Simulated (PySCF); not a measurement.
Species: SbH2(NMe2), C₂H₈NSb.
Structure used (PBE0-D3(BJ)/def2-SVP), in Å, numbered top down from 1:
```xyz
12
C2H8NSb angstrom
Sb     0.798    1.512    1.216
H      2.274    1.259    0.336
H      0.366    2.764    0.120
N     -0.362    0.122    0.241
C     -0.265    0.040   -1.192
C     -0.475   -1.164    0.882
H      0.671   -0.439   -1.556
H     -0.322    1.042   -1.645
H     -1.110   -0.552   -1.592
H     -0.588   -1.051    1.972
H     -1.376   -1.691    0.515
H      0.388   -1.843    0.702
```

Computed, not measured: PBE0-D3(BJ)/def2-SVP geometry optimisation, gas phase, def2 core potentials past Kr (PySCF).

(1) Which atoms are bound to Sb1, and at what distances?

(2) List the angles at Sb1.

(3) What is the shape at Sb1?

(4) What are the other bond lengths?

(5) Give some angles away from the centre.

(6) What are the rotational constants (commonest isotopes, rigid rotor)?

## Answers

(1) 3 atoms: H3 1.719 Å, H2 1.738 Å, N4 2.056 Å. The nearest atom not counted as bound is C6, at 2.98 Å.

(2) 
| angle | degrees | distance of the outer atoms (Å) |
| --- | --- | --- |
| H2–Sb1–N4 | 98.1 | 2.87 |
| H3–Sb1–N4 | 92.8 | 2.74 |
| H2–Sb1–H3 | 89.8 | 2.44 |

(3) Pyramidal: angles 98.1°, 92.8° and 89.8°, sum 280.7°, 0.99 Å off the plane of its three neighbours. The Sb–H distances aren't all alike: 1.719 to 1.738 Å.

(4) N4–C5, N4–C6 1.440 Å; C5–H7, C6–H12 1.113 Å; C5–H8 and 3 like bonds 1.104 Å.

(5) Sb1–N4–C5 118.2°, Sb1–N4–C6 115.9°, C5–N4–C6 113.4°.

(6) A = 8352, B = 2230, C = 1857 MHz: an asymmetric top.

Charge 0, singlet. Not checked by PBE0-D3(BJ)/def2-SVP frequencies.

One conformer stands for the species.
